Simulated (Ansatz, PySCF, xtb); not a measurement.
Reaction (SMILES): CO[Si](Br)(Br)OC + 2 O (H2O) + 3 [SiH4] (SiH4) -> 2 CO (CH4O) [methanol] + 2 O[SiH3] + 2 [SiH3]Br [bromosilane]
Each molecule is optimised on its own at B3LYP-D3(BJ)/def2-TZVP (Ansatz, an electronic-structure program), one conformer each, not searched for the lowest. Frequencies are from Ansatz or PySCF.

Property: bond separation energy (enthalpy at 298 K, with B3LYP-D3(BJ) rigid-rotor harmonic-oscillator terms), in kJ/mol. Valence correlation only, unless marked. Spin-orbit coupling is left out. Frozen are the shells of the preceding noble gas and the d and f shells that filled before the atom's block. No relativistic terms. CBS(X,Y): correlation extrapolated as X^-3; Hartree-Fock from the larger set.

```
level                                  program  bond separation energy (kJ/mol)
------------------------------  --------------  -------------------------------
GFN2-xTB                                   xtb                            -47.0
RI-HF/def2-QZVPPD                       Ansatz                             38.6
r2SCAN/def2-TZVPD                       Ansatz                             71.8
B97M-V/def2-TZVPD                       Ansatz                             81.2
B3LYP-D4/def2-TZVPD             Ansatz + dftd4                             79.2
B2PLYP/def2-TZVPD                       Ansatz                             63.5
MP2/CBS(def2-TZVPP,def2-QZVPP)          Ansatz                             76.3
```

Predict the CCSD(T)/CBS(def2-TZVPP,def2-QZVPP) result (Ansatz).

73.2 kJ/mol
